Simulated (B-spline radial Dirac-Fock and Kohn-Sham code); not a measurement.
Binding energies of Cl³⁺ in different valence configurations

The computed values come from an atomic code on a B-spline grid: Dirac-Fock energy differences between relaxed states, corrected for Breit and QED terms. Electron correlation is not included.

Reference: the tabulated ground configuration [Ne] 3s2 3p2, with 2p3/2 257.0 eV, 3s 65.14 eV, 3p 51.44 eV.

Shifts from the reference in eV.

```csv
configuration,average energy,2p3/2,3s,3p
[Ne] 3s1 3p3,+14.38,+1.06,+2.60,-0.69
```
